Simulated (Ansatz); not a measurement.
`[SiH3][GeH2][SiH2][SiH2][GeH3]` → 2 Ge• + 12 H• + 3 Si•  (atomization)

Isolated molecules relaxed with PBE0-D4/def2-TZVP in Ansatz; ΔE leaves out vibrations. CBS: MP2 limit from def2 TZ/QZ plus the TZ coupled-cluster correction, frozen cores. This one scheme is used for every species, atoms too. DFT in def2-TZVPP. No spin–orbit coupling; open shells (•) take unrestricted orbitals. Spin–orbit coupling would lower the free atoms: a little for Si; clearly for Ge. For Ge outer-core shells are correlated without core-valence functions, so the limit isn't a true one: a few kJ/mol of doubt a bond, and 10 to 20 or more in all where bonds break to atoms. Scalar relativity is left out up to krypton. One conformer a species, not always the lowest.

(1) What is ΔE at CCSD(T)/CBS? (An estimate is asked.)

(2) What do these levels give: BHLYP-D4, revPBE, BLYP, r2SCAN, CCSD(T)/def2-TZVPP, HF/CBS(def2)? (Best estimate.)

Largest T1 diagnostic among the species: 0.013.

Results:

(1) Ansatz gave: +49.20 eV.

(2) Ansatz gave: BHLYP-D4 48.57, revPBE 46.37, BLYP 46.94, r2SCAN 48.92, CCSD(T)/def2-TZVPP 48.17, HF/CBS(def2) 36.91 eV.

Leaving LDA and LC-ωPBE aside and taking each functional with its dispersion term where it has one, the values, not all of them listed here, spread over 2.03 eV, from revPBE-D4 to B97M-V. LDA lies +6.34 eV from PBE without D4, its usual overbinding. From r2SCAN to r2SCAN0 (25 % exact exchange), in def2-TZVPP and without D4, ΔE moves by −0.25 eV: exact exchange takes away binding that semilocal exchange gives to molecules.

For atomizations the MP2-based limit and the directly extrapolated one differ by several kJ/mol either way, and by 10 to 25 for some Ge, Se and Sn compounds, so smaller differences from it don't rank the levels.
